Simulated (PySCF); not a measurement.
This script is equivalent to a calculation on B³⁺ (boron, charge +3).

```python
from pyscf import gto, scf, dft, mp, cc
import basis_set_exchange as bse
mol = gto.M(atom="B 0 0 0", charge=3, spin=0, symmetry="D2h",
            basis=gto.basis.parse(bse.get_basis("cc-pVTZ", elements=["B"], fmt="nwchem", header=False)))
mf = scf.UHF(mol)
mf.irrep_nelec = {'Ag': (1, 1)}
mf.kernel()
```

**Question.** What total energy does it give?

**Answer.** -21.98565 hartree (calculated).

**Question.** Which occupied shell lies highest, and where?

**Answer.** 1s, at -259.65 eV.
